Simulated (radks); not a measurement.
Task: Species: the krypton ion Kr+. Configuration: [Ar] 3d10 4s2 4p(up 3, down 2) (the NIST ground configuration). Calculated with a radial shooting solver on a logarithmic mesh with Libxc functionals: scalar-relativistic Kohn-Sham, PBE, spin-polarised, spherical densities, finite nucleus; Fermi nuclear charge, rms radius 4.1884 fm. Some entries of the table are withheld. Estimate them.

| orbital | occ. | eigenvalue (eV) | <r^2> (bohr^2) | r(max) (bohr) |
|---|---|---|---|---|
| 1s up | 1 | -14170.46 | 0.002318 | 0.02708 |
| 1s down | 1 | -14170.38 | 0.002318 | 0.02708 |
| 2s up | 1 | -1876.432 | 0.03971 | 0.1542 |
| 2s down | 1 | -1876.389 | 0.03971 | 0.1542 |
| 2p up | 3 | -1660.483 | 0.03137 | 0.1234 |
| 2p down | 3 | -1660.410 | 0.03137 | 0.1234 |
| 3s up | 1 | -275.9012 | 0.3232 | 0.4670 |
| 3s down | 1 | -275.8053 | 0.3232 | 0.4670 |
| 3p up | 3 | -207.1307 | 0.3419 | 0.4632 |
| 3p down | 3 | -207.0230 | 0.3417 | 0.4632 |
| 3d up | 5 | -93.3408 | 0.3807 | 0.4112 |
| 3d down | 5 | -93.2092 | 0.3795 | 0.4112 |
| 4s up | 1 | (1) | 2.694 | 1.331 |
| 4s down | 1 | (2) | 2.700 | 1.328 |
| 4p up | 3 | -19.9535 | (3) | (4) |
| 4p down | 2 | -19.0800 | (5) | (6) |

Result: 
(1) 4s up eigenvalue (eV): -34.3980
(2) 4s down eigenvalue (eV): -33.5001
(3) 4p up <r^2> (bohr^2): 3.844
(4) 4p up r(max) (bohr): 1.519
(5) 4p down <r^2> (bohr^2): 3.906
(6) 4p down r(max) (bohr): 1.519
